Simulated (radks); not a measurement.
Question: The arsenic anion As3-, [Kr], held by a Watson sphere: a shell of charge +3.69 at radius R that stands for the Madelung well of a crystal (potential energy -3.69/R inside, -3.69/r outside, in hartree with lengths in bohr). Calculated with a radial shooting solver on a logarithmic mesh with Libxc functionals: scalar-relativistic Kohn-Sham, LB94 model potential, spin-polarised, spherical densities, finite nucleus; Fermi nuclear charge, rms radius of each element as measured or else 0.836 A^(1/3) + 0.57 fm. Response by self-consistent Sternheimer equations with the Hartree and adiabatic LDA kernel, the relativistic mass of each level held fixed and spin-orbit coupling left out. The sphere does not respond.

R (bohr)  e(3d) (eV)  e(4s) (eV)  e(4p) (eV)  <r> 4p (bohr)  sum of <r^2> (bohr^2)  X-ray form factor at sin(theta)/lambda = 0.1 1/angstrom  alpha (bohr^3)
2.64         -52.797     -25.165     -16.203          2.504                  61.99                                                   32.244           36.97
2.7          -52.577     -24.846     -15.950          2.529                  62.95                                                   32.203           38.67
3.97         -49.101     -19.899     -11.495          2.996                  83.26                                                   31.509           95.52
4.73         -47.600     -18.067      -9.597          3.233                  95.52                                                   31.238           155.1
5.14         -46.918     -17.291      -8.758          3.349                  102.3                                                   31.129           198.4
5.3          -46.672     -17.018      -8.460          3.393                  105.0                                                   31.093           217.9

Estimate the row for R = 3.96 bohr.

Answer: e(3d) (eV) -49.123; e(4s) (eV) -19.927; e(4p) (eV) -11.523; <r> 4p (bohr) 2.993; sum of <r^2> (bohr^2) 83.11; X-ray form factor at sin(theta)/lambda = 0.1 1/angstrom 31.514; alpha (bohr^3) 94.89.
